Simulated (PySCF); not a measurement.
Compound: CH2NSeSi (doublet state).
Numbering: `[N:1]#[C:2][SiH:3][SeH:4]` (hydrogens: H5 on Si3; H6 on Se4)
Bond orders are those of one Lewis drawing.

Method: PBE0-D3(BJ)/def2-SVP geometry optimisation, gas phase (PySCF 2.14.0); unrestricted, density fitting, grid level 1; the optimiser is geomeTRIC in internal coordinates, started from a GFN2-xTB structure.

At the end of the run (lengths in Å): Si3–H5 1.491, Se4–H6 1.472, Si3–Se4 2.267, N1≡C2 1.163, C2–Si3 1.848, C2–Si3–Se4 110.5°, Si3–Se4–H6 92.5°, N1–C2–Si3 174.5°, C2–Si3–H5 108.7°, H5–Si3–Se4–H6 169°, H6–Se4–Si3–C2 50°.

Task: These geometries were met on the way; a selection of coordinates is given. Order them by energy above the end point, lowest first.
A. Si3–H5 1.490, Se4–H6 1.470, Si3–Se4 2.267, N1≡C2 1.162, C2–Si3 1.849, C2–Si3–Se4 110.8°, Si3–Se4–H6 92.5°, N1–C2–Si3 175.5°, C2–Si3–H5 108.8°, H5–Si3–Se4–H6 175°, H6–Se4–Si3–C2 56°
B. Si3–H5 1.459, Se4–H6 1.442, Si3–Se4 2.283, N1≡C2 1.149, C2–Si3 1.854, C2–Si3–Se4 113.5°, Si3–Se4–H6 94.7°, N1–C2–Si3 173.3°, C2–Si3–H5 108.9°, H5–Si3–Se4–H6 -174°, H6–Se4–Si3–C2 65°
C. Si3–H5 1.492, Se4–H6 1.488, Si3–Se4 2.263, N1≡C2 1.163, C2–Si3 1.850, C2–Si3–Se4 108.5°, Si3–Se4–H6 92.6°, N1–C2–Si3 175.5°, C2–Si3–H5 107.9°, H5–Si3–Se4–H6 179°, H6–Se4–Si3–C2 62°

Result: A (0.002 eV), C (0.014 eV), B (0.045 eV).

| step | E above end (eV) | rms distance from the end, all atoms (Å) | largest force (eV/Å) | rms shift of all bonds from the end (Å) |
| --- | --- | --- | --- | --- |
| 3 | 0.002 | 0.046 | 0.069 | 0.001 |
| 1 | 0.014 | 0.082 | 0.355 | 0.007 |
| 0 | 0.045 | 0.141 | 1.855 | 0.022 |

Rows stand in the order of the answer.
